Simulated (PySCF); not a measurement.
**Worked example: chemical shift, span and skew from a shielding tensor**

Se(OH)(NH2) (H3NOSe), SMILES N[Se]O. Atoms are numbered in the order given.

```xyz
6

Se     0.0789    -0.0027     0.3990
O      0.0000     1.4455    -0.7149
H      0.8829     1.5489    -1.0977
N     -0.3656    -1.4229    -0.6302
H      0.3064    -1.6627    -1.3485
H     -1.3119    -1.3980    -0.9903
```

Coordinates come from a TPSSh-D3(BJ)/def2-TZVP optimisation. One conformer was computed; it need not be the lowest.

GIAO shieldings from PBE0/pcSseg-2 run with PySCF, non-relativistic, no solvent. The symmetric part of the tensor of Se1 has the principal values -576.1, 422.5, 1044.8 ppm. The same nucleus in Me2Se has σ = 1739.2 ppm at this level (PySCF, at its B3LYP-D3(BJ)/def2-TZVP geometry).

Task: Work out the isotropic shielding, the ⁷⁷Se shift against Me2Se, the span and the skew.

Result: 
σ(iso) = (σ11 + σ22 + σ33)/3 = 297.1 ppm. δ = σ(ref) − σ(iso) = 1739.2 − (297.1) = 1442.1 ppm.
Span Ω = σ33 − σ11 = 1620.9 ppm. Skew κ = 3(σ(iso) − σ22)/Ω = -0.23. Tumbling in solution averages the tensor to δ; in a static solid the shielding alone would spread this spin-1/2 line over Ω.
